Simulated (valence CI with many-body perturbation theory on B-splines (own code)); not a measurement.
The numbers below are computed, except where a source is named.
## Os⁶¹⁺ in three bases

Level of theory: relativistic CI+MBPT: five valence electrons over a frozen Dirac-Fock core [Ne], a basis of 9 s, 9 p, 8 d, 6 f, 3 g, 1 h functions for each j, with the one-electron correlation potential Σ1, the two-electron term Σ2, the three-electron term Σ3, Breit, model QED; selected CI, second order for the rest, scaled by the run's own slope (own B-spline code, finite nucleus).

The last digits are not significant, and no measured levels were compared; by estimate large intervals hold to a few tenths of a per cent, small ones and those within an open d or f shell to about a per cent. Among the levels kept, up to 1200 cm⁻¹ of a level comes from second order outside the variational space, and about a tenth of that is noise between levels of different J, which matters for small intervals.

The reference run has the lowest level (3s^2 3p1/2^2 3p3/2) J=3/2 and an ionisation energy of 6505.57 eV. Its largest variational space holds 19999 state functions.

Levels are named by their leading jj configuration (3d3/2^4 stands for four electrons in 3d with j = 3/2), which in mixed levels can hold well under half, so a name can repeat and another be missing. Letters in brackets count levels of one name in rising energy.

Changed runs:
A. basis 6 s, 6 p, 5 d, 3 f, 1 g
B. basis 5 s, 5 p, 4 d, 2 f

Excitation energies of the reference run in cm⁻¹, and shifts in cm⁻¹:

| Level | Reference | A | B |
| --- | --- | --- | --- |
| (3s^2 3p1/2^2 3d3/2) J=3/2 | 1917130 | +239 | +680 |
| (3s^2 3p1/2^2 3d5/2) J=5/2 | 2770650 | +331 | +938 |
| (3s^2 3p1/2 3p3/2^2) J=3/2 | 3141200 | -141 | -446 |
| (3s^2 3p1/2 3p3/2^2) J=5/2 | 3239020 | +21 | +99 |
| (3s^2 3p1/2 3p3/2^2) J=1/2 | 3367500 | +39 | +226 |
| (3s 3p1/2^2 3p3/2^2) J=5/2 | 4609740 | -162 | -442 |
| (3s 3p1/2^2 3p3/2^2) J=3/2 | 4855140 | -55 | -186 |
| (3s 3p1/2^2 3p3/2^2) J=1/2 | 4874260 | -54 | -45 |
| (3s^2 3p1/2 3p3/2 3d3/2) J=5/2 [a] | 5035880 | +107 | +199 |
| (3s^2 3p1/2 3p3/2 3d3/2) J=1/2 [a] | 5063970 | +13 | -36 |
| (3s^2 3p1/2 3p3/2 3d3/2) J=3/2 [a] | 5066860 | +68 | +142 |
| (3s^2 3p1/2 3p3/2 3d3/2) J=7/2 | 5138400 | +318 | +987 |
| Ionisation energy (eV) | 6505.57 | -0.041 | -0.15 |
